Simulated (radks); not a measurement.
Q: Charge is removed step by step from the 4d3/2 level of Nb3+, starting from [Kr] 4d(3/2: 2, 5/2: 0). Code: a radial shooting solver on a logarithmic mesh with Libxc functionals. Model: Dirac Kohn-Sham, PBEsol, spin-unpolarised, spherical densities, point nucleus. At the starting occupation the eigenvalue is -30.657 eV. Estimate the energy to remove one whole electron from this level, the eigenvalue at the end, and how far E(n) bends from a straight line.

A: Delta-SCF 36.983 eV; final eigenvalue -43.510 eV; the deviation from the straight line is -1.607 eV at 0.5 electron removed, the largest on the grid computed. Slater's transition state (half an electron removed) gives 36.933 eV. Integrating minus the eigenvalue over the occupation (Janak's theorem) gives 36.983 eV. The mean slope of the eigenvalue, de/dn, is 12.9 eV per electron. Ionisation energy of Nb3+ in the NIST Atomic Spectra Database: 37.61 eV (measured).

Beside tabulated values, note that spin-unpolarised runs miss the spin-polarisation part of the exchange energy of open shells.
